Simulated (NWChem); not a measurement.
germanium monoxide (GeO, singlet); SMILES [O]=[Ge]

Results from NWChem. Low-valent species are run as closed-shell singlets; no triplet was tried in these runs. Geometry: optimised at PBE0/def2-SVP.

Q: Order these by “dipole (D)”, lowest first: PBE0/def2-SVP; PBE0/pcseg-1; PBE0/STO-3G.

A: PBE0/STO-3G (0.78), PBE0/def2-SVP (3.04), PBE0/pcseg-1 (3.36)
